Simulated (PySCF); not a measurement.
A side-by-side comparison of computed properties.

First species: C8H7Br.
InChI=1S/C8H7Br/c1-7-3-2-4-8(9)6-5-7/h2-6H,1H2

Second species: C4H9NOSi.
InChI=1S/C4H9NOSi/c6-2-4-1-5-7-3-4/h2,4-5H,1,3,7H2/t4-/m0/s1

Levels: PBE0/def2-SVPD for HOMO energy, LUMO energy, HOMO–LUMO gap and static isotropic polarisability; TDDFT PBE0/def2-SVPD for lowest singlet excitation. Geometries: PBE0-D3(BJ)/def2-SVP. All species are isolated and taken at one optimised geometry, non-relativistic unless stated. Electronic properties by PySCF.

Values for the first species:

| Property | Result |
| --- | --- |
| HOMO energy | -5.82 eV |
| LUMO energy | -2.23 eV |
| HOMO–LUMO gap | 3.59 eV |
| Lowest singlet excitation | 2.57 eV |
| Static isotropic polarisability | 128.9 au |

(1) Estimate the same properties for the second species, and the change in each.

Answers

(1) 
| property | first | second | second less first |
| --- | --- | --- | --- |
| HOMO energy | -5.82 eV | -6.76 eV | -0.94 eV |
| LUMO energy | -2.23 eV | -0.88 eV | +1.35 eV |
| HOMO–LUMO gap | 3.59 eV | 5.88 eV | +2.29 eV |
| lowest singlet excitation | 2.57 eV | 4.25 eV | +1.68 eV |
| static isotropic polarisability | 128.9 au | 82.4 au | -46.5 au |

On the first: The polarisability is 19.10 Å³ as a volume (1 au = 0.148185 Å³), or 1.43 au for each of the 90 electrons. The 6 singlets span 2.57 to 5.60 eV, and their oscillator strengths add up to 0.55. The calculation is non-relativistic and has no spin–orbit coupling, an omission that weighs most on bromine.

On the second: S1 lies 1.63 eV below the HOMO–LUMO gap; its leading configuration is HOMO−1→LUMO, weight 0.76. No computed singlet falls in the visible range (750 to 380 nm, 1.65 to 3.26 eV); S1 lies 0.99 eV above its blue end.
